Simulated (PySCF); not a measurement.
Predicted microwave data (PBE0/pcSseg-1 in PySCF (dipole) on a GFN2-xTB geometry, gas phase) for one isomer of C5H8ClF3Si:

```
Rotational constants : A = 1539, B = 617.8, C = 502.9 MHz
Dipole components    : |μa| = 0.99 D, |μb| = 1.43 D, |μc| = 1.76 D
Inertial defect      : -141.43 u·Å²
κ                    : -0.78
```

**Question.** Which candidate fits, each taken in the one conformer that was computed?
A. `[CH2:1]=[CH:2][SiH2:3][C@:4]([CH3:5])([Cl:6])[C:7]([F:8])([F:9])[F:10]` with C1–C2–Si3–C4 -146°, C2–Si3–C4–C5 58°
B. `[F:1][C:2]([F:3])([F:4])[CH2:5][SiH2:6][CH2:7]/[CH:8]=[CH:9]/[Cl:10]` with C2–C5–Si6–C7 -71°, C5–Si6–C7–C8 -57°, Si6–C7–C8–C9 104°
C. `[CH3:1]/[C:2]([SiH3:3])=[C:4](/[Cl:5])[CH2:6][C:7]([F:8])([F:9])[F:10]` with C2–C4–C6–C7 -89°

**Answer.** C. It is C/C([SiH3])=C(/Cl)CC(F)(F)F, an asymmetric top, point group C1. The candidates at the same level (rigid rotor, commonest isotopes):

| SMILES | A (MHz) | B (MHz) | C (MHz) | μa (D) | μb (D) | μc (D) | Δ (u·Å²) | point group | rotor |
| --- | --- | --- | --- | --- | --- | --- | --- | --- | --- |
| C/C([SiH3])=C(/Cl)CC(F)(F)F | 1539 | 617.8 | 502.9 | 0.99 | 1.43 | 1.76 | -141.43 | C1 | asymmetric top |
| FC(F)(F)C[SiH2]C/C=C/Cl | 1340 | 511.3 | 416.9 | 0.24 | 2.37 | 0.72 | -153.42 | C1 | asymmetric top |
| C=C[SiH2][C@](C)(Cl)C(F)(F)F | 1532 | 670.3 | 594.4 | 2.81 | 0.61 | 1.41 | -233.61 | C1 | asymmetric top |

`C=C[SiH2][C@](C)(Cl)C(F)(F)F` has C 18 % too high; `FC(F)(F)C[SiH2]C/C=C/Cl` has B 17 % too low. No structure here is proved a minimum.
